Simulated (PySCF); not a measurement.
Predicted microwave data (PBE0-D3(BJ)/def2-SVP geometry optimisation, gas phase in PySCF 2.14.0) for one isomer of [C8H11O2]-:

```
Rotational constants                         : A = 4127, B = 507.3, C = 501.1 MHz
Dipole components (about the centre of mass) : |μa| = 13.67 D, |μb| = 0.28 D, |μc| = 0.95 D
Inertial defect                              : -110.26 u·Å²
κ                                            : -1.00
```

Question: Which candidate fits, each taken in the one conformer that was computed?
A. `[CH2:1]=[CH:2][CH2:3][CH2:4]/[C:5]([O-:6])=[CH:7]/[C:8]([CH3:9])=[O:10]` (charge -1) with C1–C2–C3–C4 -123°, C2–C3–C4–C5 -165°, C3–C4–C5–O6 40°, C5–C7–C8–C9 0°
B. `[CH2:1]=[C:2]1[CH2:3][CH2:4][CH2:5][C@@H:6]([C:7](=[O:8])[O-:9])[CH2:10]1` (charge -1) with C5–C6–C7–O8 71°, C1–C2–C3–C4 -125°, C2–C3–C4–C5 -54°, C3–C4–C5–C6 56°, C4–C5–C6–C7 -174°
C. `[O:1]=[C:2]([O-:3])/[CH:4]=[CH:5]/[CH:6]1[CH2:7][CH2:8][CH2:9][CH2:10]1` (charge -1) with O1–C2–C4–C5 -2°, C4–C5–C6–C7 120°, C5–C6–C7–C8 166°, C6–C7–C8–C9 -32°, C7–C8–C9–C10 9°, C8–C9–C10–C6 17°

Answer: C. It is O=C([O-])/C=C/C1CCCC1. The candidates at the same level (rigid rotor, commonest isotopes):

```csv
SMILES,A (MHz),B (MHz),C (MHz),μa (D),μb (D),μc (D),Δ (u·Å²),point group,rotor
C=C1CCC[C@@H](C(=O)[O-])C1,2441,882.6,759.8,8.78,1.72,0.36,-114.48,C1,asymmetric top
O=C([O-])/C=C/C1CCCC1,4127,507.3,501.1,13.67,0.28,0.95,-110.26,near Cs,–
C=CCC/C([O-])=C/C(C)=O,4143,481.4,446.9,6.51,0.39,0.32,-40.86,C1,near-prolate asymmetric top
```

`C=CCC/C([O-])=C/C(C)=O` has C 11 % too low; `C=C1CCC[C@@H](C(=O)[O-])C1` has B 74 % too high. No structure here is proved a minimum.
